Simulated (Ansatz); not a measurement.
Species: C₂H₇ClSi₂ (charge 0, singlet). 
Coordinates optimised at B3LYP-D3(BJ)/def2-TZVP (Ansatz, an electronic-structure program):
```xyz
12

C     -3.1280     0.4618    -0.0070
C     -1.9262     0.3177    -0.5623
Si    -0.8021    -1.1309    -0.2418
Si     1.1438    -0.3708     0.8236
Cl     1.9558     1.1354    -0.3658
H     -3.5450    -0.2844     0.6609
H     -3.7496     1.3307    -0.1961
H     -1.5643     1.1043    -1.2200
H     -1.4954    -2.1191     0.6227
H     -0.3944    -1.7872    -1.5089
H      0.8621     0.2210     2.1512
H      2.1781    -1.4193     0.9788
```

Basis-set convergence of Hartree-Fock and CCSD correlation energies (hartree) with Ansatz. Valence correlation only, unless marked. No spin-orbit coupling. Non-relativistic.

| basis | functions | E(HF) | E(corr, CCSD) |
|---|---|---|---|
| aug-cc-pV(D+d)Z | 205 | -1117.23273 | -0.70620 |
| aug-cc-pV(T+d)Z | 418 | -1117.28955 | -0.83960 |
| aug-cc-pV(Q+d)Z | 749 | -1117.30339 | -0.88182 |

Extrapolating the two largest sets (X = 3 and 4) as X^-3: E(corr) = (64·(-0.88182) - 27·(-0.83960))/37 = -0.9126 Eh, an estimate of the basis-set limit. The largest set recovers 96.6 % of it, the smallest 77.4 %.
